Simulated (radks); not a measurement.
Nd16+, 44 electrons, occupied as [Kr] 4d8. Calculated with a radial shooting solver on a logarithmic mesh with Libxc functionals: scalar-relativistic Kohn-Sham, PBEsol, spin-polarised, spherical densities, finite nucleus; open shells are filled with parallel spins first (spin-orbit coupling, left out, can overturn this in heavy ions); Fermi nuclear charge, rms radius 4.9123 fm. Some entries of the table are withheld. Estimate them.

| orbital | occ. | eigenvalue (eV) | <r^2> (bohr^2) |
|---|---|---|---|
| 1s up | 1 | -43738.14 | 0.0007604 |
| 1s down | 1 | -43738.11 | 0.0007604 |
| 2s up | 1 | -7376.133 | 0.01204 |
| 2s down | 1 | -7374.960 | 0.01204 |
| 2p up | 3 | -6633.302 | 0.009626 |
| 2p down | 3 | -6632.370 | 0.009625 |
| 3s up | 1 | -1877.666 | 0.08082 |
| 3s down | 1 | -1877.026 | 0.08078 |
| 3p up | 3 | -1643.364 | 0.08075 |
| 3p down | 3 | -1642.659 | 0.08069 |
| 3d up | 5 | -1318.802 | 0.06834 |
| 3d down | 5 | -1317.782 | 0.06830 |
| 4s up | 1 | -636.7885 | (1) |
| 4s down | 1 | -633.7352 | (2) |
| 4p up | 3 | -556.9132 | 0.4265 |
| 4p down | 3 | -553.8914 | 0.4270 |
| 4d up | 5 | (3) | 0.4784 |
| 4d down | 3 | (4) | 0.4797 |

Answer. 
(1) 4s up <r^2> (bohr^2): 0.3887
(2) 4s down <r^2> (bohr^2): 0.3889
(3) 4d up eigenvalue (eV): -442.8551
(4) 4d down eigenvalue (eV): -439.8912
